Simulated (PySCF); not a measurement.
## Two-component Hartree-Fock for Yb³⁺ (ytterbium, charge +3)

Start: [Xe] 4f13; 4f5/2 filled at m_j = -3/2, -1/2, +1/2, +3/2, +5/2; 4f7/2 filled at m_j = -7/2, -5/2, -3/2, -1/2, +1/2, +3/2, +5/2, +7/2. Calculated with PySCF 2.14 in x2c-QZVPPall-2c (16s16p12d6f4g1h, 213 functions): generalised Hartree-Fock with the X2C-1e Hamiltonian and a Gaussian nucleus; one run each with spin-orbit coupling (SO) screened by Boettger's factors, then bare. This is a chosen level, not necessarily the ground level.

```csv
spinor shell,electrons,"ε, screened SO (eV)","ε, bare SO (eV)",weight of nominal j (bare SO),"rms radius, bare SO (bohr)"
1s1/2,2,-61666.8,-61665.8,1.000,0.0223
2s1/2,2,-10607.2,-10606.9,1.000,0.0901
2p1/2,2,-10099.6,-10125.2,1.000,0.0766
2p3/2,4,-9047.1,-9038.3,1.000,0.0839
3s1/2,2,-2474.5,-2474.5,1.000,0.231
3p1/2,2,-2250.3,-2255.8,1.000,0.222
3p3/2,4,-2022.9,-2021.1,1.000,0.237
3d3/2,4,-1645.5,-1650.7,1.000,0.210
3d5/2,6,-1596.8,-1593.6,1.000,0.214
4s1/2,2,-542.83,-542.85,1.000,0.519
4p1/2,2,-450.10,-451.44,1.000,0.529
4p3/2,4,-398.78,-398.37,1.000,0.563
4d3/2,4,-245.06,-246.15,0.996,0.596
4d5/2,6,-237.10,-236.48,0.997,0.610
5s1/2,2,-97.542,-97.552,1.000,1.28
5p1/2,2,-68.803,-68.968,0.997,1.42
5p3/2,4,-61.880,-61.837,0.999,1.52
4f5/2,5,-49.028,-49.671,0.979,0.795
4f7/2,8,-47.812,-47.399,0.987,0.816
```

| quantity | screened SO | bare SO |
| --- | --- | --- |
| E (hartree) | -14061.06062 | -14061.94788 |
| M_J | 5/2 | 5/2 |
| ⟨J²⟩ | 8.781 | 8.764 |
| ⟨L²⟩ | 12.105 | 12.115 |
| ⟨S²⟩ | 0.850 | 0.861 |

Each row is a mean over spinors that exchange with the open shell spreads, by up to 9.287 eV (4d3/2).

Breit and QED terms are absent; they matter most for the inner s and p1/2 levels.

Densities and radii are taken from the X2C orbitals without a picture-change correction, which distorts them close to the nucleus.
